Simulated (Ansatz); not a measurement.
Pulling on the Pb1–F3 bond in FHPb (SMILES [F][PbH]) (multiplicity 1 held, fragments rigid). Energies count from the point at 2.069 Å.
Geometry at that point (charge 0, multiplicity 1):
```xyz
3

Pb    -0.0639    -0.1197     0.1499
H     -1.0398    -1.0734    -1.1273
F      0.6977     1.2100    -1.2402
```

Signs of static correlation in def2-SVP, with CASSCF(6,4), from Ansatz (a first-principles code) runs.

```csv
R (Å),T1 of restricted CCSD,⟨S²⟩ of UHF,largest double amplitude of restricted CCSD,weight of the CASSCF reference in MRCISD,CASSCF natural occupations
1.655,0.015,0.000,0.058,0.931,2.00 2.00 1.99 0.01
1.862,0.018,0.000,0.071,0.929,2.00 2.00 1.98 0.02
2.069,0.021,0.000,0.082,0.927,2.00 2.00 1.98 0.02
2.276,0.026,0.000,0.087,0.926,2.00 2.00 1.97 0.03
2.483,0.031,0.000,0.087,0.925,2.00 2.00 1.96 0.04
2.793,0.040,0.000,0.078,0.925,2.00 2.00 1.92 0.08
3.103,?,0.859,?,0.926,2.00 2.00 1.80 0.21
3.621,0.101,0.977,0.287,0.929,2.00 2.00 1.46 0.54
4.138,0.179,1.012,0.629,0.930,2.00 2.00 1.23 0.77
4.759,0.277,1.012,1.281,0.930,2.00 2.00 1.10 0.90
5.586,0.355,1.012,2.023,0.930,2.00 2.00 1.03 0.97
6.621,0.359,1.012,2.176,0.930,2.00 2.00 1.00 1.00
```

Q: Some entries are withheld; supply them.

A: 
- 3.103, T1 of restricted CCSD: 0.055
- 3.103, largest double amplitude of restricted CCSD: 0.140

Doubts at one or more of the structures used: active orbitals that take no part (SC-NEVPT2 on CASSCF(6,4)/def2-SVP); T1 above 0.05 (R-CCSD(T)/def2-SVP, U-CCSD(T)/def2-SVP); a restricted determinant that unrestricted orbitals would lower (R-CCSD(T)/def2-SVP); other coupled-cluster roots lie near (R-CCSD(T)/def2-SVP); a spin-contaminated determinant (U-CCSD(T)/def2-SVP); the program's own flag: other amplitudes (U-CCSD(T)/def2-SVP).
